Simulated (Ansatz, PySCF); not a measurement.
Al(OH)(OMe)(NH2) (CH6AlNO2), SMILES C[O][Al]([NH2])[OH].

Geometry: PBE0-D3(BJ)/def2-SVP. The structure was generated by enumeration; whether it is a known compound was not checked. The values are those of a single conformer.

Vertical ionisation energy (IE) and electron affinity (EA) in eV. Rows of orbital energies are one-electron estimates. Where ΔSCF, EOM or ADC give a negative EA the extra electron is unbound and the value depends on the basis.

```tsv
level	IE	EA
−ε(HOMO), −ε(LUMO), M06-2X/def2-TZVP (PySCF)	8.76	-0.43
−ε(HOMO), −ε(LUMO), PBE/def2-TZVP (PySCF)	5.80	0.96
ΔSCF, PBE0/def2-SVPD (Ansatz), final states of multiplicity 2 and 2	9.46	-0.57
ΔSCF, PBE/def2-SVPD (Ansatz), final states of multiplicity 2 and 2	9.04	-0.42
```

Problem. What vertical singlet–triplet gap does ΔSCF give with PBE0/def2-SVPD (Ansatz, a first-principles code) and with PBE/def2-SVPD (Ansatz)? (The exact figures need the calculation; the answer reports its results.)

Solution. 5.37 and 4.89 eV (triplet above singlet where positive).
